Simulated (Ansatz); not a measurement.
Ansatz (a program for electronic structure) input (wB97X-V/def2-TZVP):

Ansatz 0.2 input:
```yaml
crystal:
  periodic: [false, false, false]
  atoms:
    - {symbol: Si, position_ang: [0.02316557, -0.01455377, 0.00773879]}
    - {symbol: C, position_ang: [-1.78066584, 0.40046325, 0.00267545]}
    - {symbol: O, position_ang: [0.34687746, -1.46125672, -0.70073020]}
    - {symbol: O, position_ang: [0.92110883, 1.06562132, -0.86221799]}
    - {symbol: O, position_ang: [0.46084220, -0.07149778, 1.58942137]}
    - {symbol: H, position_ang: [-2.35317218, -0.38055318, 0.50575692]}
    - {symbol: H, position_ang: [-2.15413207, 0.49411132, -1.01837473]}
    - {symbol: H, position_ang: [-1.97157685, 1.34091407, 0.52392646]}
    - {symbol: H, position_ang: [0.78160909, -1.43504479, -1.55660690]}
    - {symbol: H, position_ang: [0.91592985, 1.98643093, -0.59136621]}
    - {symbol: H, position_ang: [1.31039119, -0.46781982, 1.80048316]}
basis:
  gaussian:
    orbitals: def2-TZVP
hamiltonian:
  xc: {name: wB97X-V}
relax: {f_tol: 0.003, max_steps: 100}
```

Output:

```
Functional definition: wB97X-V
integrals: 0.16 GiB planned
1149 factors; their error is unknown
integrals: 0.20 GiB planned
336 factors; integrals over basis functions are off by at most 4.2e-7 eV
0.30 GiB of the device are held for the grids
1.34 GiB of device memory are held for the factors and their scratch space
mean field: 1.04 GiB planned
mean field evaluation 1: about -15148.3975 eV, gradient 7.8e1 eV
mean field evaluation 2: about -15149.5435 eV, gradient 7.6e1 eV
mean field evaluation 4: about -15158.1783 eV, gradient 1.7e0 eV
mean field evaluation 8: about -15158.1921 eV, gradient 7.1e-2 eV
mean field evaluation 16: about -15158.2126 eV, gradient 2.0e-4 eV
mean field -15158.21261585 eV, -557.0540390269 hartree, gradient 5.9e-5 eV, S^2 0.000000; 0 other end points of the search recorded, 0 dependent functions left out
the calculation of the forces begins
reference -15158.21261390 eV, -557.0540389555 hartree; 25, 25 occupied and 172, 172 virtual orbitals, 1149 factors
relax step   1: F+E_penalty+E_count = -15158.21261585 eV  Δ(F+E_penalty+E_count) = +0.000e0 eV  max|allowed force component| = 7.980e-2 eV/Å  Δτ_max = 0.0000 Å  (29 SCF iters, accepted)
these checks for a lower state are left out or cut short: starts, cluster_reference, orbital_swaps, neighbouring_geometries, increment
integrals: 0.16 GiB planned
1149 factors; their error is unknown
integrals: 0.20 GiB planned
336 factors; integrals over basis functions are off by at most 4.2e-7 eV
0.30 GiB of the device are held for the grids
1.34 GiB of device memory are held for the factors and their scratch space
mean field: 1.04 GiB planned
mean field -15158.21309074 eV, -557.0540564787 hartree, gradient 2.1e-5 eV, S^2 0.000000; 0 other end points of the search recorded, 0 dependent functions left out
the calculation of the forces begins
reference -15158.21308879 eV, -557.0540564073 hartree; 25, 25 occupied and 172, 172 virtual orbitals, 1149 factors
relax step   2: F+E_penalty+E_count = -15158.21309074 eV  Δ(F+E_penalty+E_count) = -4.749e-4 eV  max|allowed force component| = 2.600e-2 eV/Å  Δτ_max = 0.0027 Å  (34 SCF iters, accepted)
these checks for a lower state are left out or cut short: starts, cluster_reference, orbital_swaps, neighbouring_geometries, increment
integrals: 0.16 GiB planned
1149 factors; their error is unknown
integrals: 0.20 GiB planned
336 factors; integrals over basis functions are off by at most 4.2e-7 eV
0.30 GiB of the device are held for the grids
1.34 GiB of device memory are held for the factors and their scratch space
mean field: 1.04 GiB planned
mean field evaluation 32: about -15158.2132 eV, gradient 2.1e-5 eV
mean field -15158.21318068 eV, -557.0540597840 hartree, gradient 2.1e-5 eV, S^2 0.000000; 0 other end points of the search recorded, 0 dependent functions left out
the calculation of the forces begins
reference -15158.21317874 eV, -557.0540597126 hartree; 25, 25 occupied and 172, 172 virtual orbitals, 1149 factors
relax step   3: F+E_penalty+E_count = -15158.21318068 eV  Δ(F+E_penalty+E_count) = -8.994e-5 eV  max|allowed force component| = 1.103e-2 eV/Å  Δτ_max = 0.0027 Å  (34 SCF iters, accepted)
these checks for a lower state are left out or cut short: starts, cluster_reference, orbital_swaps, neighbouring_geometries, increment
integrals: 0.16 GiB planned
1149 factors; their error is unknown
integrals: 0.20 GiB planned
336 factors; integrals over basis functions are off by at most 4.2e-7 eV
0.30 GiB of the device are held for the grids
1.34 GiB of device memory are held for the factors and their scratch space
mean field: 1.04 GiB planned
mean field -15158.21316198 eV, -557.0540590967 hartree, gradient 2.1e-5 eV, S^2 0.000000; 0 other end points of the search recorded, 0 dependent functions left out
the calculation of the forces begins
reference -15158.21316003 eV, -557.0540590254 hartree; 25, 25 occupied and 172, 172 virtual orbitals, 1149 factors
relax step   4: F+E_penalty+E_count = -15158.21316198 eV  Δ(F+E_penalty+E_count) = +1.870e-5 eV  max|allowed force component| = 4.715e-2 eV/Å  Δτ_max = 0.0055 Å  (34 SCF iters, rejected (line search))
these checks for a lower state are left out or cut short: starts, cluster_reference, orbital_swaps, neighbouring_geometries, increment
integrals: 0.16 GiB planned
1149 factors; their error is unknown
integrals: 0.20 GiB planned
336 factors; integrals over basis functions are off by at most 4.2e-7 eV
0.30 GiB of the device are held for the grids
1.34 GiB of device memory are held for the factors and their scratch space
mean field: 1.04 GiB planned
mean field -15158.21321489 eV, -557.0540610412 hartree, gradient 2.1e-5 eV, S^2 0.000000; 0 other end points of the search recorded, 0 dependent functions left out
the calculation of the forces begins
reference -15158.21321294 eV, -557.0540609698 hartree; 25, 25 occupied and 172, 172 virtual orbitals, 1149 factors
relax step   5: F+E_penalty+E_count = -15158.21321489 eV  Δ(F+E_penalty+E_count) = -3.421e-5 eV  max|allowed force component| = 4.803e-3 eV/Å  Δτ_max = 0.0026 Å  (34 SCF iters, accepted)
these checks for a lower state are left out or cut short: starts, cluster_reference, orbital_swaps, neighbouring_geometries, increment
integrals: 0.16 GiB planned
1149 factors; their error is unknown
integrals: 0.20 GiB planned
336 factors; integrals over basis functions are off by at most 4.2e-7 eV
0.30 GiB of the device are held for the grids
1.34 GiB of device memory are held for the factors and their scratch space
mean field: 1.04 GiB planned
mean field -15158.21322013 eV, -557.0540612337 hartree, gradient 2.1e-5 eV, S^2 0.000000; 0 other end points of the search recorded, 0 dependent functions left out
the calculation of the forces begins
reference -15158.21321818 eV, -557.0540611623 hartree; 25, 25 occupied and 172, 172 virtual orbitals, 1149 factors
relax step   6: F+E_penalty+E_count = -15158.21322013 eV  Δ(F+E_penalty+E_count) = -5.239e-6 eV  max|allowed force component| = 1.793e-3 eV/Å  Δτ_max = 0.0015 Å  (34 SCF iters, accepted)
these checks for a lower state are left out or cut short: starts, cluster_reference, orbital_swaps, neighbouring_geometries, increment
integrals: 0.16 GiB planned
1149 factors; their error is unknown
integrals: 0.20 GiB planned
336 factors; integrals over basis functions are off by at most 4.2e-7 eV
0.30 GiB of the device are held for the grids
1.34 GiB of device memory are held for the factors and their scratch space
mean field: 1.04 GiB planned
mean field -15158.21322524 eV, -557.0540614216 hartree, gradient 2.1e-5 eV, S^2 0.000000; 0 other end points of the search recorded, 0 dependent functions left out
the calculation of the forces begins
reference -15158.21322330 eV, -557.0540613502 hartree; 25, 25 occupied and 172, 172 virtual orbitals, 1149 factors
relax step   7: F+E_penalty+E_count = -15158.21322524 eV  Δ(F+E_penalty+E_count) = -5.114e-6 eV  max|allowed force component| = 4.748e-3 eV/Å  Δτ_max = 0.0032 Å  (34 SCF iters, accepted)
these checks for a lower state are left out or cut short: starts, cluster_reference, orbital_swaps, neighbouring_geometries, increment
integrals: 0.16 GiB planned
1149 factors; their error is unknown
integrals: 0.20 GiB planned
336 factors; integrals over basis functions are off by at most 4.2e-7 eV
0.30 GiB of the device are held for the grids
1.34 GiB of device memory are held for the factors and their scratch space
mean field: 1.04 GiB planned
mean field evaluation 64: about -15158.2132 eV, gradient 1.1e-4 eV
mean field -15158.21322791 eV, -557.0540615198 hartree, gradient 2.1e-5 eV, S^2 0.000000; 0 other end points of the search recorded, 0 dependent functions left out
the calculation of the forces begins
reference -15158.21322597 eV, -557.0540614484 hartree; 25, 25 occupied and 172, 172 virtual orbitals, 1149 factors
relax step   8: F+E_penalty+E_count = -15158.21322791 eV  Δ(F+E_penalty+E_count) = -2.672e-6 eV  max|allowed force component| = 4.770e-3 eV/Å  Δτ_max = 0.0043 Å  (34 SCF iters, accepted)
these checks for a lower state are left out or cut short: starts, cluster_reference, orbital_swaps, neighbouring_geometries, increment
integrals: 0.16 GiB planned
1149 factors; their error is unknown
integrals: 0.20 GiB planned
336 factors; integrals over basis functions are off by at most 4.2e-7 eV
0.30 GiB of the device are held for the grids
1.34 GiB of device memory are held for the factors and their scratch space
mean field: 1.04 GiB planned
mean field -15158.21323015 eV, -557.0540616020 hartree, gradient 2.1e-5 eV, S^2 0.000000; 0 other end points of the search recorded, 0 dependent functions left out
the calculation of the forces begins
reference -15158.21322821 eV, -557.0540615306 hartree; 25, 25 occupied and 172, 172 virtual orbitals, 1149 factors
relax step   9: F+E_penalty+E_count = -15158.21323015 eV  Δ(F+E_penalty+E_count) = -2.237e-6 eV  max|allowed force component| = 2.748e-3 eV/Å  Δτ_max = 0.0017 Å  (34 SCF iters, accepted)
integrals: 0.16 GiB planned
1149 factors; their error is unknown
integrals: 0.20 GiB planned
336 factors; integrals over basis functions are off by at most 4.2e-7 eV
0.30 GiB of the device are held for the grids
1.34 GiB of device memory are held for the factors and their scratch space
mean field: 1.04 GiB planned
mean field evaluation 96: about -15158.2132 eV, gradient 3.6e-4 eV
mean field -15158.21323015 eV, -557.0540616020 hartree, gradient 2.1e-5 eV, S^2 0.000000; 1 other end points of the search recorded, 0 dependent functions left out
the calculation of the forces begins
reference -15158.21322821 eV, -557.0540615306 hartree; 25, 25 occupied and 172, 172 virtual orbitals, 1149 factors
Total energy: -15158.21322821 eV, -557.0540615306 hartree
Atom 0 at     0.020916    -0.015967     0.007594 Å, force     0.000691    -0.000983     0.000298 eV/Å
Atom 1 at    -1.781424     0.401994     0.002560 Å, force     0.002748    -0.000951     0.001260 eV/Å
Atom 2 at     0.344848    -1.461737    -0.700741 Å, force     0.000661    -0.001097    -0.001535 eV/Å
Atom 3 at     0.920493     1.060962    -0.862543 Å, force     0.000345     0.001768    -0.000853 eV/Å
Atom 4 at     0.461097    -0.070335     1.587983 Å, force    -0.000402     0.000054    -0.001692 eV/Å
Atom 5 at    -2.353755    -0.380605     0.508291 Å, force    -0.001100     0.000127     0.000507 eV/Å
Atom 6 at    -2.156631     0.495685    -1.020318 Å, force     0.000249    -0.000072    -0.000854 eV/Å
Atom 7 at    -1.969461     1.344557     0.525778 Å, force    -0.001087     0.000444     0.000839 eV/Å
Atom 8 at     0.792986    -1.427874    -1.548806 Å, force    -0.001156     0.000290     0.001833 eV/Å
Atom 9 at     0.911689     1.980929    -0.591258 Å, force     0.000468    -0.000350     0.000435 eV/Å
Atom 10 at     1.309620    -0.470793     1.792167 Å, force    -0.001417     0.000769    -0.000238 eV/Å
Dipole moment:     0.140189     0.248745    -0.114481 e Å
```
